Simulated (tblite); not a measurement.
C4H4O3Si.
Z-matrix (Å and degrees, GFN2-xTB geometry), rows numbered from 1:
```
O 
C   1  1.1928
O   2  1.3309  1  127.63
C   3  1.3676  2  122.01  1     0.42
C   4  1.3499  3  133.23  2     0.57
Si  5  1.8962  4   96.01  3   179.62
C   4  1.4896  3  123.16  2  -179.56
O   7  1.2009  4  130.63  3     0.62
H   2  1.1031  1  124.58  3  -179.97
H   5  1.0762  4  126.01  3    -0.39
H   6  1.4577  5  116.58  4  -110.78
H   6  1.4576  5  116.62  4   111.47
```

All values are computed: GFN2-xTB (tblite) harmonic vibrations without scaling, gas phase. The method is semi-empirical: single wavenumbers can be off by several per cent or more. Modes of hydrogen on silicon can be 10 to 20 % off. One conformer, not necessarily the lowest.

Harmonic wavenumbers (cm⁻¹): 35.7, 107.3, 160.3, 212.7, 244.8, 330.5, 396.8, 433.5, 476.2, 490.9, 585.7, 633.9, 661.1, 754.5, 793.0, 799.8, 839.8, 863.6, 930.0, 1061.0, 1127.2, 1206.7, 1351.8, 1556.1, 1780.9, 1794.0, 2302.7, 2312.2, 2833.3, 3123.8.

A = 3384, B = 1205, C = 898.0 MHz; mass 127.993 u (most abundant isotopes); point group Cs, symmetry number 1.

**Question.** What is the zero-point energy?

**Answer.** ½Σν̃ = 15100 cm⁻¹ = 180.63 kJ/mol.

**Question.** Entropy at 200 K, 1 bar (ideal gas, RRHO, classical rotation)?

**Answer.** Translation 161.07, rotation 115.79, vibration 59.32: S = 336.2 J/(mol K).

**Question.** And Cp and H(200 K) − H(0)?

**Answer.** Cp = 101.46 J/(mol K), of which vibrations give 68.20 (their classical limit is 30 R = 249.4); H(200 K) − H(0) = 13.14 kJ/mol without the zero-point energy, 6.49 from vibrations.

**Question.** What must be added to the electronic energy to get the Gibbs energy at 200 K and 1 bar?

**Answer.** ZPE + [H(200 K) − H(0)] − T·S = 180.63 + 13.14 − 67.24 = 126.53 kJ/mol.

**Question.** Blend soft modes into free rotors: weight 1/[1 + (100 cm⁻¹/ν̃)⁴] for the oscillator and the rest for a rotor with moment μB/(μ + B), μ = h/(8π²ν), B = 10⁻⁴⁴ kg m². What vibrational entropy results?

**Answer.** 54.32 J/(mol K) in place of 59.32, which changes −T·S at 200 K by +1.00 kJ/mol.

**Question.** Which modes carry the vibrational entropy at 200 K?

**Answer.** 35.7 cm⁻¹: 19.64; 107.3 cm⁻¹: 10.67; 160.3 cm⁻¹: 7.58; 212.7 cm⁻¹: 5.54; 244.8 cm⁻¹: 4.61; 330.5 cm⁻¹: 2.83 J/(mol K); the other 24 give 8.46 together.

**Question.** How do the functions run with temperature in this model?

**Answer.** 
```json
{"T (K)": "150", "S (J/(mol K))": "309.7", "Cp (J/(mol K))": "83.2", "H − H(0) (kJ/mol)": "8.52", "G − H(0) (kJ/mol)": "-37.94", "ln q(vib)": "2.27"}
{"T (K)": "250", "S (J/(mol K))": "360.7", "Cp (J/(mol K))": "118.8", "H − H(0) (kJ/mol)": "18.65", "G − H(0) (kJ/mol)": "-71.52", "ln q(vib)": "4.22"}
{"T (K)": "298.15", "S (J/(mol K))": "382.9", "Cp (J/(mol K))": "133.9", "H − H(0) (kJ/mol)": "24.74", "G − H(0) (kJ/mol)": "-89.43", "ln q(vib)": "5.18"}
{"T (K)": "400", "S (J/(mol K))": "426.2", "Cp (J/(mol K))": "160.7", "H − H(0) (kJ/mol)": "39.80", "G − H(0) (kJ/mol)": "-130.68", "ln q(vib)": "7.22"}
{"T (K)": "600", "S (J/(mol K))": "498.8", "Cp (J/(mol K))": "196.9", "H − H(0) (kJ/mol)": "75.85", "G − H(0) (kJ/mol)": "-223.43", "ln q(vib)": "11.09"}
{"T (K)": "900", "S (J/(mol K))": "585.3", "Cp (J/(mol K))": "228.6", "H − H(0) (kJ/mol)": "140.16", "G − H(0) (kJ/mol)": "-386.59", "ln q(vib)": "16.35"}
```

q(vib) and H(0) count from the zero-point level.

Hindered rotation and anharmonicity are outside this model. Other conformers, if any are populated, would add a mixing term that is left out.
